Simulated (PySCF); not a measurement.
# Static response to an electric field

Species: C₅H₆O₂.
SMILES with atom numbers: `[CH3:1][O:2][c:3]1[cH:4][cH:5][cH:6][o:7]1` (hydrogens: H8, H9, H10 on C1; H11 on C4; H12 on C5; H13 on C6)

Geometry (PBE0-D3(BJ)/def2-SVP, Å), atoms numbered from 1 in this order:
```xyz
13
C5H6O2 angstrom
C     -2.043    0.443    0.291
O     -1.140   -0.630    0.434
C      0.152   -0.344    0.532
C      1.233   -1.168    0.668
C      2.362   -0.286    0.723
C      1.881    0.980    0.618
O      0.520    0.946    0.500
H     -2.001    1.124    1.157
H     -1.836    1.026   -0.621
H     -3.042   -0.002    0.224
H      1.214   -2.252    0.720
H      3.407   -0.569    0.829
H      2.334    1.967    0.608
```

Level: CAM-B3LYP/def2-SVPD (PySCF), static field, nuclei fixed, core orbitals frozen in the response. The polarisability tensor in these axes (au):

```
x   82.60 -1.05  3.38
y   -1.05 66.72 -1.17
z    3.38 -1.17 45.55
```

Q: What are the eigenvalues, a third of the trace, and Δα (Δα² = ½Σ(αi − αj)² over the three pairs)?

A: Principal values 45.19, 66.69 and 82.99 au; mean 64.96 au = 9.63 Å³ = 10.71 × 10⁻⁴⁰ C²·m²/J; Δα = 32.83 au (51 % of the mean).

Q: What is the dipole moment, and where does it point?

A: (-0.52, 0.86, -0.10) D, 1.01 D in size, pointing from the negative to the positive side. Measured along this direction, the outermost atoms are H11 at the negative end and H9 and H8 at the positive end.

Q: What depolarisation ratio follows for Rayleigh scattering of linearly polarised light, taking the static tensor?

A: ρ = 3Δα²/(45ᾱ² + 4Δα²) = 3234.0/(189872 + 4312.0) = 0.0167.

Q: What would n − 1 = 2πNα be for an ideal gas of these molecules at 298.15 K and 1 atm, electronic part alone?

A: N = p/kT = 2.4615 × 10¹⁹ cm⁻³, so n − 1 = 2π × N × 9.63 × 10⁻²⁴ cm³ = 1489 × 10⁻⁶ at long wavelengths, for an ideal gas.

Q: What are the principal values of the traceless quadrupole moment, Θ = ½Σq(3rr − r²1), about the centre of nuclear charge?

A: -6.12, -1.60, 7.71 D·Å. The values depend on the origin, since the dipole doesn't vanish. The electronic extent ⟨r²⟩ about the same centre is 704 bohr², a root-mean-square distance of 1.95 Å for the 52 electrons.

Q: Estimate the molar refractivity from the static electronic polarisability.

A: Lorentz–Lorenz: R = (4π/3)N_A α = 2.5225 cm³/(mol·Å³) × 9.63 Å³ = 24.3 cm³/mol, in the limit of long wavelengths.

Q: Orientational against electronic polarisability at 350 K (dilute gas, rigid molecules)?

A: In Gaussian units μ²/3kT = 7.04 Å³ against 9.63 Å³, a ratio of 0.73; the Debye molar polarisation (4π/3)N_A(α + μ²/3kT) is 42.0 cm³/mol, leaving out the vibrational part.

One conformer (not necessarily the lowest) at the PBE0-D3(BJ)/def2-SVP geometry, without solvent, vibrations or thermal averaging.

The run behind these numbers computed excited states and ΔSCF ions as well. Hardware: one thread, x86-64 server, shared host. Cost: 64 s.
